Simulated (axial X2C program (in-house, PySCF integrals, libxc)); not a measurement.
## CoSi⁺: properties at the nuclei

Calculated with an axial X2C code built on PySCF integrals: two-component X2C with atomic mean-field Coulomb and Gaunt terms, Gaussian nuclei, basis Co dyall-cv3z, Si dyall-v3z with contracted cores.

R = 2.211 Å (near the PBE0 minimum at charge 1 of the determinant lowest at the starting distance; the state shown can have its own minimum elsewhere).

Determinant lowest in the PBE0 search, Ω = 3 (⟨Sz⟩ = 1.00, ⟨Lz⟩ = 2.00 at PBE0), spin on the atoms Co 1.21, Si -0.21:

| level | Eeff magnitude (GV/cm) | Ws magnitude Co (kHz) | A∥/gI Co (MHz) | qzz Co (a.u.) | A∥/gI Si (MHz) | qzz Si (a.u.) |
| --- | --- | --- | --- | --- | --- | --- |
| PBE0 | 0.176 | 0.0104 | 595 | 0.11 | 4.62 | -2.51 |
| HF | 0.968 | 0.138 | 936 | 0.74 | -43.3 | -1.24 |
| r2SCAN | 0.259 | 0.0198 | 692 | 0.06 | 12.7 | -2.10 |
| PBE50 | 0.234 | 0.0183 | 539 | -0.05 | -2.64 | -2.86 |
| PBE | 0.347 | 0.0317 | 721 | -0.26 | 19.8 | -1.81 |

Eeff is the effective electric field on the electron electric dipole moment in this Ω state and Ws the scalar–pseudoscalar constant of the nucleus named (defined with the proton number Z and per Ω); A∥ (defined per Ω) follows by multiplying with gI = μI/(I μN); qzz is the electric field gradient, eQq0 = 234.96 MHz × Q/barn × qzz. The operators were transformed with the bare-nucleus X2C matrices; with these basis sets, hyperfine constants and field gradients can be off by tens of per cent, and where levels differ in sign neither size nor sign is settled.

Task: With gI(59Co) = 1.3220 (g factors from the IAEA table of nuclear moments by Stone), turn the PBE0 values of the first state into constants in MHz.

Result: A∥(59Co) = 595 × 1.3220 = 787 MHz.

Each state is one determinant with collinear spin, which with several unpaired electrons need not be a pure state. Unrestricted Hartree–Fock can overshoot spin polarisation at the nuclei. In the state Ω = 3 the sign of Eeff differs between levels (HF against PBE0). With several open shells hyperfine constants can be off by a factor of several. Where Eeff spreads by more than a factor of two the levels disagree and none is to be relied on. Open-shell Ω = 0 determinants with evenly filled partner blocks cannot be reached by this program, so the Ω shown need not be the lowest component. The search compared states at one distance, so a state with another bond length can lie lower. The sign of Ws at Co differs between levels in the first state. Further determinants of the search, some of them spin-mixed, are not shown. Where a field gradient or hyperfine factor spreads by more than a factor of two over the levels, a constant derived from it is not to be relied on.
